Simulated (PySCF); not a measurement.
BrH₂NPb, SMILES [NH2][Pb][Br] (connectivity only; charge and spin as stated), neutral, multiplicity 1. Atoms are numbered in the order given.

```xyz
5

Pb     0.2473     0.7071     0.0000
Br    -0.0694    -1.9326     0.0000
N     -1.8566     1.0564     0.0000
H     -2.5370     0.2981     0.0000
H     -2.3167     1.9645     0.0000
```

Geometry optimised at r2SCAN-D4/def2-SVP. The def2 effective core potentials stand for the cores of Pb; spin–orbit coupling is left out. Other conformers were not sampled.

Computed with PBE0/def2-TZVPD (PySCF).

Mulliken values depend strongly on the basis, most of all with diffuse functions as here. ESP charges are fitted to the potential on shells at 1.4 to 2.0 van der Waals radii. Atomic charges (e):

```json
[
 {"atom": "Pb1", "ESP fit": "?", "Mulliken": "0.67"},
 {"atom": "Br2", "ESP fit": "?", "Mulliken": "-0.44"},
 {"atom": "N3", "ESP fit": "?", "Mulliken": "-0.58"},
 {"atom": "H4", "ESP fit": "?", "Mulliken": "0.19"},
 {"atom": "H5", "ESP fit": "?", "Mulliken": "0.16"}
]
```

Question: Some entries are withheld; supply them. (An estimate is asked for; the answer gives what the named calculation found.)

Answer: 
- Pb1, ESP fit: 0.53
- Br2, ESP fit: -0.33
- N3, ESP fit: -0.79
- H4, ESP fit: 0.29
- H5, ESP fit: 0.31
